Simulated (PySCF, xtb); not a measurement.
In(Me)3(AsH3) (C3H12AsIn), SMILES [CH3][In]([CH3])([CH3])<-[AsH3] (connectivity only; charge and spin as stated), neutral, multiplicity 1.

GFN2-xTB in xtb at its own geometry gives an orbital gap of 3.77 eV and a dipole moment of 1.05 D.

Coordinates come from a B3LYP-D3(BJ)/def2-SVP optimisation. The isomer is the one that the SMILES or the coordinates give; other isomers of the formula were not compared. The def2 effective core potentials stand for the cores of In; spin–orbit coupling is left out. One conformer was computed; it need not be the lowest.

Task: What does M06-2X/def2-TZVP in PySCF give? (An estimate is asked for; the answer gives what the named calculation found.)

Result: gap 8.19 eV (levels -7.77 and 0.42 eV), dipole 2.49 D.
